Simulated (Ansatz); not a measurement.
Born–Oppenheimer molecular dynamics of CH$_{7}$NSSi$_{2}$ (12 atoms, charge 0, multiplicity 1). It starts from a relaxed structure.

All numbers below come from RKS PBE0/STO-3G in Ansatz 0.2.0.

```json
{
  "ensemble": "NVT, Nosé–Hoover chain",
  "time step": "1 fs",
  "steps asked": "250",
  "set temperature": "300 K",
  "thermostat": "time constant 100 fs, chain length 3 (defaults)",
  "seed": "34350"
}
```

First frame:

```xyz
12
Properties=species:S:1:pos:R:3
C 0.401 -1.071 -0.301
N 0.485 -0.602 1.130
Si 0.403 1.186 1.181
S -0.969 1.796 -0.333
Si -0.791 -0.037 -1.381
H 0.131 -2.137 -0.310
H 1.413 -0.999 -0.732
H -0.379 -0.974 1.602
H -0.013 1.619 2.497
H 1.730 1.698 0.912
H -2.080 -0.681 -1.517
H -0.253 0.146 -2.712
```

(1) How far do the bonds stretch over the last three quarters of this one trajectory? (Pairs bonded in most of those frames.)

Results:

(1) 
```json
{"bond": "C1–N2", "mean (Å)": "1.508", "spread (Å)": "0.016", "shortest": "1.48", "longest": "1.54"}
{"bond": "C1–Si5", "mean (Å)": "1.913", "spread (Å)": "0.029", "shortest": "1.85", "longest": "1.98"}
{"bond": "C1–H6", "mean (Å)": "1.102", "spread (Å)": "0.025", "shortest": "1.06", "longest": "1.14"}
{"bond": "C1–H7", "mean (Å)": "1.105", "spread (Å)": "0.029", "shortest": "1.06", "longest": "1.15"}
{"bond": "N2–Si3", "mean (Å)": "1.790", "spread (Å)": "0.021", "shortest": "1.75", "longest": "1.83"}
{"bond": "N2–H8", "mean (Å)": "1.052", "spread (Å)": "0.007", "shortest": "1.04", "longest": "1.07"}
{"bond": "Si3–S4", "mean (Å)": "2.135", "spread (Å)": "0.009", "shortest": "2.12", "longest": "2.15"}
{"bond": "Si3–H9", "mean (Å)": "1.457", "spread (Å)": "0.062", "shortest": "1.36", "longest": "1.55"}
{"bond": "Si3–H10", "mean (Å)": "1.452", "spread (Å)": "0.045", "shortest": "1.36", "longest": "1.55"}
{"bond": "S4–Si5", "mean (Å)": "2.123", "spread (Å)": "0.015", "shortest": "2.09", "longest": "2.15"}
{"bond": "Si5–H11", "mean (Å)": "1.451", "spread (Å)": "0.023", "shortest": "1.42", "longest": "1.48"}
{"bond": "Si5–H12", "mean (Å)": "1.449", "spread (Å)": "0.016", "shortest": "1.42", "longest": "1.48"}
```

Mean temperature of the second half: 237 K. The conserved energy stayed within 1.3 meV per atom of its start (net change 0.56 meV per atom), so the integration is sound. The mean temperature of the second half is 21 % below the set value. A run of 0.25 ps of so small a system gives no equilibrium averages. Limits of this set-up: minimal basis.

Time of the run: 5.1 min on 1 CPU thread of a shared host.
